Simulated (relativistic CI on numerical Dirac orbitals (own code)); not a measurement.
**Energy levels of Hf65+**

Computed by Dirac-Coulomb-Breit CI, orbitals from a KLI potential per configuration, a model potential for QED, unscaled Slater integrals (own radial code, finite nucleus).

Configuration list (outside the closed core 1s2): 2s²2p³, 2s2p⁴, 2p⁵, 2p⁴3s, 2p⁴3p, 2s²2p²3s, 2p⁴3d, 2s²2p²3p, 2s²2p²3d, 2s2p³3s, 2s2p³3p, 2s2p³3d, 2s²2p²4s, 2s²2p²4p, 2s²2p²4d, 2s²2p²4f. Levels of other configurations are missing.

```tsv
No.	Configuration	Term	J	E (eV)	%	Landé g	jj configuration (%)
41	2p²(1D)3p	²P°	3/2	10070.6	31	1.403	2p1/2 2p3/2 3p3/2 (97)
42	2p²(1D)3p	²D°	5/2	10078.0	66	1.175	2p1/2 2p3/2 3p3/2 (100)
43	2p²(1D)3p	²P°	1/2	10100.9	86	0.639	2p1/2 2p3/2 3p3/2 (99)
44	2p²(3P)3d	⁴F	3/2	10133.2	43	0.919	2p1/2 2p3/2 3d3/2 (99)
45	2p²(3P)3d	⁴F	5/2	10134.6	53	0.955	2p1/2 2p3/2 3d3/2 (99)
46	2p²(3P)3d	⁴D	1/2	10139.0	79	0.244	2p1/2 2p3/2 3d3/2 (100)
47	2p²(1D)3d	²G	7/2	10151.1	54	1.003	2p1/2 2p3/2 3d3/2 (99)
48	2p²(3P)3d	²D	5/2	10166.6	37	1.124	2p1/2 2p3/2 3d3/2 (98)
49	2p²(1D)3d	²D	3/2	10172.2	46	1.099	2p1/2 2p3/2 3d3/2 (98)
50	2p²(1D)3d	²P	1/2	10181.8	38	1.609	2p1/2 2p3/2 3d3/2 (99)
51	2p²(3P)3d	⁴D	7/2	10222.0	46	1.295	2p1/2 2p3/2 3d5/2 (99)
52	2p²(3P)3d	²P	3/2	10240.9	40	1.318	2p1/2 2p3/2 3d5/2 (98)
53	2p²(1D)3d	²G	9/2	10242.3	65	1.166	2p1/2 2p3/2 3d5/2 (100)
54	2p²(3P)3d	²F	5/2	10243.3	44	1.134	2p1/2 2p3/2 3d5/2 (99)
55	2p²(1D)3d	²D	5/2	10259.7	59	1.244	2p1/2 2p3/2 3d5/2 (98)
56	2p²(1D)3d	²F	7/2	10268.0	70	1.122	2p1/2 2p3/2 3d5/2 (98)
57	2p²(3P)3d	²D	3/2	10274.1	58	0.960	2p1/2 2p3/2 3d5/2 (99)
58	2p²(3P)3d	²P	1/2	10279.1	57	1.214	2p1/2 2p3/2 3d5/2 (99)
59	2s2p³(2P°)<3P°>3p	⁴D	7/2	10327.5	49	1.419	2s 2p3/2 3p3/2 (98)
60	2s2p³(2P°)<3P°>3p	²P	3/2	10337.0	31	1.502	2s 2p3/2 3p3/2 (99)
61	2s2p³(2P°)<3P°>3p	⁴P	5/2	10355.1	38	1.403	2s 2p3/2 3p3/2 (99)
62	2s2p³(2P°)<3P°>3p	²P	1/2	10359.4	40	1.410	2s 2p3/2 3p3/2 (99)
63	2s2p³(2P°)<1P°>3p	²D	5/2	10421.1	33	1.255	2s 2p3/2 3p3/2 (99)
64	2s2p³(2P°)<3P°>3d	⁴D°	5/2	10424.6	30	1.239	2s 2p3/2 3d3/2 (99)
65	2s2p³(2P°)<3P°>3d	⁴D°	3/2	10429.7	29	1.341	2s 2p3/2 3d3/2 (99)
66	2s2p³(2P°)<3P°>3d	²F°	7/2	10433.1	24	1.221	2s 2p3/2 3d3/2 (97)
67	2s2p³(2P°)<3P°>3d	⁴P°	1/2	10433.9	46	2.237	2s 2p3/2 3d3/2 (99)
68	2s2p³(2P°)<1P°>3p	²P	3/2	10438.5	36	1.219	2s 2p3/2 3p3/2 (99)
69	2s2p³(2D°)<3D°>3p	⁴P	1/2	10443.4	39	1.747	2s 2p3/2 3p3/2 (99)
70	2s2p³(2P°)<1P°>3d	²D°	3/2	10508.6	34	0.925	2s 2p3/2 3d3/2 (85)
71	2s2p³(2P°)<3P°>3d	⁴F°	9/2	10512.2	51	1.325	2s 2p3/2 3d5/2 (100)
72	2s2p³(2P°)<1P°>3d	²F°	5/2	10516.9	37	0.922	2s 2p3/2 3d3/2 (99)
73	2s2p³(4S°)<3S°>3d	⁴D°	1/2	10525.4	49	0.599	2s 2p3/2 3d3/2 (97)
74	2s2p³(4S°)<5S°>3d	⁴D°	5/2	10537.1	31	1.321	2s 2p3/2 3d5/2 (99)
75	2s2p³(2P°)<3P°>3d	⁴D°	7/2	10544.2	41	1.280	2s 2p3/2 3d5/2 (97)
76	2s2p³(2P°)<3P°>3d	²D°	3/2	10556.5	36	1.143	2s 2p3/2 3d5/2 (85)
77	2s2p³(2P°)<3P°>3d	²P°	1/2	10570.1	54	0.720	2s 2p3/2 3d5/2 (97)
78	2s2p³(2P°)<1P°>3d	²F°	7/2	10612.7	35	1.169	2s 2p3/2 3d5/2 (100)
79	2s2p³(2P°)<1P°>3d	²D°	5/2	10628.4	38	1.136	2s 2p3/2 3d5/2 (99)
80	2s2p³(2P°)<1P°>3d	²P°	3/2	10630.2	32	1.268	2s 2p3/2 3d5/2 (99)
81	2p²(3P)3s	⁴P	5/2	10846.9	64	1.429	2p3/2^2 3s (99)
82	2p²(3P)3s	²P	3/2	10857.5	54	1.155	2p3/2^2 3s (99)
83	2p²(1S)3s	²S	1/2	10911.4	67	1.979	2p3/2^2 3s (99)
84	2p²(3P)3p	⁴P°	3/2	10965.1	27	1.425	2p3/2^2 3p1/2 (98)
85	2p²(3P)3p	²D°	5/2	10967.7	38	1.168	2p3/2^2 3p1/2 (98)
86	2p²(1S)3p	²P°	1/2	11026.7	74	0.651	2p3/2^2 3p1/2 (98)
87	2s2p³(4S°)<5S°>3s	⁶S°	5/2	11071.1	50	1.639	2s 2p1/2 2p3/2^2 3s (99)
88	2s2p³(4S°)<5S°>3s	⁴S°	3/2	11100.5	49	1.472	2s 2p1/2 2p3/2^2 3s (99)
89	2s2p³(2D°)<3D°>3s	⁴D°	7/2	11114.2	99	1.392	2s 2p1/2 2p3/2^2 3s (99)
90	2s2p³(2D°)<3D°>3s	²D°	5/2	11141.7	76	1.207	2s 2p1/2 2p3/2^2 3s (99)
91	2s2p³(4S°)<5S°>3p	⁶P	3/2	11174.9	41	1.733	2s 2p1/2 2p3/2^2 3p1/2 (100)
92	2s2p³(2P°)<3P°>3s	⁴P°	1/2	11184.1	84	2.325	2s 2p1/2 2p3/2^2 3s (99)
93	2s2p³(2D°)<3D°>3p	⁴F	5/2	11187.3	29	1.338	2s 2p1/2 2p3/2^2 3p1/2 (100)
94	2s2p³(4S°)<3S°>3s	²S°	1/2	11207.4	54	1.082	2s 2p1/2 2p3/2^2 3s (97)
95	2s2p³(4S°)<3S°>3s	⁴S°	3/2	11210.1	36	1.463	2s 2p1/2 2p3/2^2 3s (99)
96	2s2p³(2P°)<3P°>3s	⁴P°	3/2	11215.0	35	1.406	2s 2p1/2 2p3/2^2 3s (98)
97	2s2p³(2D°)<1D°>3s	²D°	3/2	11218.4	64	1.029	2s 2p1/2 2p3/2^2 3s (99)
98	2s2p³(2D°)<3D°>3p	²F	7/2	11221.4	43	1.205	2s 2p1/2 2p3/2^2 3p1/2 (100)
99	2s2p³(2D°)<1D°>3s	²D°	5/2	11222.8	84	1.217	2s 2p1/2 2p3/2^2 3s (98)
100	2s2p³(2P°)<3P°>3s	²P°	1/2	11243.2	94	0.715	2s 2p1/2 2p3/2^2 3s (99)
101	2s2p³(2D°)<3D°>3p	⁴P	5/2	11258.2	52	1.421	2s 2p1/2 2p3/2^2 3p1/2 (100)
102	2s2p³(2P°)<3P°>3p	⁴D	1/2	11285.5	70	0.278	2s 2p1/2 2p3/2^2 3p1/2 (100)
103	2s2p³(4S°)<3S°>3p	⁴P	1/2	11302.5	52	1.538	2s 2p1/2 2p3/2^2 3p1/2 (99)
104	2s2p³(4S°)<3S°>3p	²P	3/2	11305.9	28	1.037	2s 2p1/2 2p3/2^2 3p1/2 (99)
105	2p²(3P)3p	⁴D°	7/2	11312.2	64	1.304	2p3/2^2 3p3/2 (98)
106	2p²(1D)3p	²D°	5/2	11312.6	51	1.301	2p3/2^2 3p3/2 (97)
107	2s2p³(2D°)<1D°>3p	²F	5/2	11313.8	61	0.973	2s 2p1/2 2p3/2^2 3p1/2 (99)
108	2p²(1D)3p	²P°	1/2	11313.8	52	1.250	2p3/2^2 3p3/2 (97)
109	2s2p³(2P°)<3P°>3p	⁴D	3/2	11316.1	35	1.084	2s 2p1/2 2p3/2^2 3p1/2 (99)
110	2s2p³(2D°)<1D°>3p	²P	3/2	11359.0	40	1.176	2s 2p1/2 2p3/2^2 3p1/2 (99)
```

Energies count from the lowest computed level; ° marks odd parity. Percentages are summed over parent terms; the parents shown are those of the largest component, closed shells are left out there, and <> holds an intermediate term. Filled j subshells are mostly left out of the jj labels.

The mean weight of the leading LS term, summed over parents, in these 70 levels is 50 %, and that of the leading jj configuration (from the same eigenvectors) 98 %, so jj coupling describes them better and the LS labels are nominal.

At this charge energies of transitions that change n are usually good to better than 1 %, and those within a shell (Δn = 0) to a few per cent.

LS names give the leading component of a level, which can be under half, so a name can repeat, a term be missing and a line seem to break the LS rules.
